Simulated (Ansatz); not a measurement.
B₇⁻, relaxed as a singlet with RKS PBE-D4/def2-SVPD in Ansatz, starting from the GFN1-xTB geometry. Force threshold 0.02 eV/Å.

The restricted singlet is unstable towards broken spin symmetry in Hartree–Fock (as tested in another run); at PBE-D4/def2-SVPD this wasn't settled. The structure comes from a short search, and lower isomers may exist.

Start:

```xyz
7

B    -1.190    0.815   -0.155
B     0.434   -0.953    1.582
B    -0.745    0.057    1.194
B    -0.362    0.985   -1.514
B     0.449   -0.382   -1.325
B     0.551    0.592    0.169
B     0.862   -1.113    0.049
```

```csv
step,energy (eV),largest force component (eV/Å),SCF passes
1,-4717.5427,2.260,20
2,-4717.9072,1.385,27
3,-4718.1163,0.469,28
4,-4718.1606,0.208,22
5,-4718.1895,0.180,21
6,-4718.1927,0.046,21
7,-4718.1928,0.015,23
```

Force components are those of the run's own axes.

End:

Cartesian coordinates in Å:
```
B -1.211 0.880 -0.143
B 0.531 -0.734 1.494
B -0.831 0.037 1.253
B -0.256 1.016 -1.397
B 0.505 -0.371 -1.367
B 0.376 0.387 0.131
B 0.885 -1.215 0.029
```

By distances, no bond broke or formed. The bond that changes most is B2–B6, from 2.10 to 1.77 Å (atoms count from 1).

No frequencies were taken in this run, so the end may be a saddle point.

Run time 6 s (4 threads of Arm Neoverse V2 on a shared host).
